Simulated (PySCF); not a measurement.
Species: 2,6-difluoropyridine, C5H3F2N.
SMILES: `FC1=CC=CC(F)=N1`

The closed-shell ground state was solved at several levels (PySCF, density fitting, gas phase, non-relativistic). Isolated species at its PBE0-D3(BJ)/def2-TZVP geometry, gas phase.

```tsv
level	basis functions	total energy (Eh)	HOMO (eV)	LUMO (eV)	gap (eV)	dipole (D)
B97-2/pcSseg-2	330	-446.8011	-7.49	-1.29	6.20	3.73
wB97X-D/pcSseg-2	330	-446.8059	-9.50	0.53	10.03	3.82
PBE0/pcSseg-2	330	-446.4759	-7.74	-1.25	6.49	3.76
```

(1) What might KT3/pcSseg-2 (330 basis functions) give for the same quantities?

(2) Over all these levels, which gives the widest orbital gap and which the narrowest?

(3) In the pcSseg-2 basis, how does the gap go with the fixed share of exact exchange?

(4) How far do the dipole and the HOMO energy spread over the levels?

Answers

(1) Total energy -453.2710 Eh, HOMO -6.65 eV, LUMO -2.08 eV, gap 4.57 eV, dipole 3.52 D.

(2) wB97X-D/pcSseg-2 (range-separated hybrid) has the widest, 10.03 eV, and KT3/pcSseg-2 (GGA) the narrowest, 4.57 eV. From the narrowest to the widest the HOMO moves by -2.85 eV and the LUMO by +2.61 eV.

(3) KT3 (0 %) 4.57 eV; B97-2 (21 %) 6.20 eV; PBE0 (25 %) 6.49 eV. Each rise in the share widens the gap here.

(4) The dipole runs from 3.52 to 3.82 D (mean 3.71 D) and the HOMO from -9.50 to -6.65 eV.

The pairwise dispersion term of wB97X-D wasn't added to the energies; at a given geometry it leaves orbitals and properties as they are.
